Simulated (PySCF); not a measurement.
WO2Cl2, SMILES [O]=[W](=[O])([Cl])[Cl], multiplicity 1. Geometry optimised at PBE-D3(BJ)/def2-SVP. The multiplicity is an assumed one; no other spin state was optimised. The isomer is the one that the SMILES or the coordinates give; other isomers of the formula were not compared. The def2 effective core potentials stand for the cores of W; spin–orbit coupling is left out.

These are PBE-D3(BJ)/def2-SVP (PySCF 2.14.0) values and carry that method's errors.

Harmonic wavenumbers (cm⁻¹): 107, 151, 207, 219, 336, 408, 418, 973, 1002. Rotational constants (GHz): 2.661, 1.565, 1.286; symmetry number 2.

Q: Work out the zero-point energy and the ideal-gas rigid-rotor harmonic-oscillator thermochemistry at 298.15 K and 1 atm.

A: ZPE = ½ Σ hcν = ½ × 3820 cm⁻¹ = 22.85 kJ/mol. H − E(el) = 41.94 kJ/mol. Entropy in J/(mol K): translation 179.32, rotation 113.42, vibration 55.57, total 348.31. G − E(el) = -61.91 kJ/mol. Cp = 86.64 J/(mol K). Modes under 150 cm⁻¹ make the vibrational entropy uncertain.
